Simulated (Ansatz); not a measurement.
GeH2Me(vinyl) (C3H8Ge), relaxed as a singlet with RKS r2SCAN-D4/def2-SVP in Ansatz, starting from the GFN2-xTB geometry. Force threshold 0.02 eV/Å.

Start:

Cartesian coordinates in Å:
```
C -1.345 -0.793 1.274
C 0.378 0.927 -0.868
C 0.972 0.576 -1.996
Ge 0.437 -0.115 0.780
H 1.406 -1.253 0.610
H 0.965 0.747 1.897
H -1.309 -1.326 2.220
H -1.719 -1.474 0.513
H -2.054 0.025 1.373
H -0.196 1.847 -0.842
H 1.551 -0.332 -2.064
H 0.914 1.170 -2.897
```

(1) Estimate the energy that the relaxation releases and the steps that it takes.

(2) Does the start keep its bonding and symmetry?

(3) Predict the relaxed structure.

Answers

(1) 6.4 kJ/mol, in 6 steps; 16 s on 2 threads of Arm Neoverse V1 on a shared host. No frequencies were taken in this run, so the end may be a saddle point.

(2) By distances, no bond broke or formed. The bond that changes most is Ge4–H5, from 1.50 to 1.54 Å (atoms count from 1).

(3) 
```csv
atom,x (Å),y (Å),z (Å)
C1,-1.339,-0.776,1.273
C2,0.347,0.910,-0.857
C3,0.987,0.569,-1.984
Ge4,0.437,-0.119,0.787
H5,1.406,-1.294,0.556
H6,0.977,0.764,1.930
H7,-1.300,-1.348,2.212
H8,-1.735,-1.428,0.480
H9,-2.034,0.066,1.410
H10,-0.279,1.815,-0.865
H11,1.628,-0.320,-2.039
H12,0.904,1.161,-2.904
```
Bond lengths: 2 × C–Ge 1.94 to 1.96 Å; 1 × C–C 1.34 Å; 6 × C–H 1.10 Å; 2 × Ge–H 1.54 Å.
